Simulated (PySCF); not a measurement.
## From a computed spectrum to the compound

A species of 8 atoms with charge 0 has these harmonic modes (BP86, small Gaussian bases with core potentials, PySCF 2.14.0):

| cm⁻¹ | km/mol | symmetry |
| --- | --- | --- |
| 70 | 1.1 | e |
| 70 | 1.1 | e |
| 89 | 56.7 | a1 |
| 115 | 14.3 | e |
| 115 | 14.3 | e |
| 134 | 0.0 | a2 |
| 310 | 6.7 | a1 |
| 514 | 2.8 | e |
| 514 | 2.8 | e |
| 561 | 9.6 | a1 |
| 562 | 166.6 | e |
| 562 | 166.6 | e |
| 1170 | 125.8 | a1 |
| 1586 | 22.2 | e |
| 1586 | 22.2 | e |
| 3363 | 21.2 | a1 |
| 3477 | 43.8 | e |
| 3477 | 43.8 | e |

(1) Which species is it, and in which structure?

Answers

(1) YbF3(NH3) (singlet in the valence; each metal's 4f electrons, 13 of them, lie in its core potential, out of spins and levels):
```xyz
8

Yb    0.0551   -0.0551    0.0551
F     1.0536    1.3572    1.0536
F    -1.3572   -1.0536    1.0536
F     1.0536   -1.0536   -1.3572
N    -1.3595    1.3595   -1.3595
H    -1.9770    1.9770   -0.8093
H    -0.8093    1.9770   -1.9770
H    -1.9770    0.8093   -1.9770
```
Ideal gas at 298.15 K and 1 bar: S = 396.9 J/(mol K), Cp = 114.7 J/(mol K), H − H(0 K) = 25.2 kJ/mol (rigid rotor, harmonic modes, spin degeneracy alone, that of the 4f electrons in the core included). An lcecp potential fixes the number of 4f electrons, so in runs with it no electron can move into or out of that shell.
 This is one of several that fit.
